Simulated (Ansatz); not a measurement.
System: AlO2H2, charge 1, singlet. AlO2H2+ (SMILES [Al+]([OH])[OH]).
B3LYP-D3(BJ)/def2-TZVP minimum from Ansatz (a program for electronic structure):
```xyz
5

Al     0.0000     0.0000     0.0000
O      1.0839     0.2368    -1.1558
H      1.9742     0.3266    -1.4989
O     -1.0839    -0.2368     1.1558
H     -1.9742    -0.3266     1.4989
```
Charge +1, spin multiplicity 1.

Hartree-Fock and MP2 correlation energies in hartree (Ansatz). Radicals and triplets start from unrestricted determinants; spin-orbit coupling is neglected. Correlated methods leave the cores frozen. No relativity. The spin of H2AlO2+ ([OH][Al+][OH], singlet) was assumed, and the state is the lowest solution found for it.

| basis | X | E(HF) | E(corr, MP2) |
|---|---|---|---|
| cc-pV(T+d)Z | 3 | -392.71855 | -0.53534 |
| cc-pV(Q+d)Z | 4 | -392.73368 | -0.57777 |
| cc-pV(5+d)Z | 5 | -392.73734 | withheld |

Q: Fit E(corr) = E∞ + A/X³ to X = 3 and 4, predict X = 5, and compare with the run.

A: A = (-0.53534 - (-0.57777))/(1/27 - 1/64) = 1.9816; E∞ = -0.57777 - A/64 = -0.60873; at X = 5, E∞ + A/125 = -0.59288. The run gave -0.59555, 2.67 mEh below the prediction. The same form on X = 4 and 5 gives E∞ = -0.61420, 5.47 mEh below the first estimate.
